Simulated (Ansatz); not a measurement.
The same redistribution along the group O, S, Se.

Program: Ansatz. Geometries: PBE0-D4/def2-TZVP. ΔE: electronic, gas phase. CBS: MP2 limit from def2 TZ/QZ plus the TZ coupled-cluster correction, frozen cores. This one scheme is used for every species. For Br, Se outer-core shells are correlated without core-valence functions, which leaves a few kJ/mol of doubt a bond. Scalar relativity is left out up to krypton. Each species was taken in one conformer, which may not be the lowest.

```
                                                                   reaction  MP2/CBS(def2) (kJ/mol)  CCSD(T)/CBS(def2) (kJ/mol)
        `O[SiH2]N[SiH3]` + `N[SiH](F)Br` → `[SiH3]N[SiH2]Br` + `N[SiH](O)F`                     -16                         -17
        `[SiH3]N[SiH2]S` + `N[SiH](F)Br` → `[SiH3]N[SiH2]Br` + `N[SiH](F)S`                      -6                          -6
`[SiH3]N[SiH2][SeH]` + `N[SiH](F)Br` → `[SiH3]N[SiH2]Br` + `N[SiH](F)[SeH]`                       2                           1
```

Largest T1 diagnostic: 0.011, for `O[SiH2]N[SiH3]`.
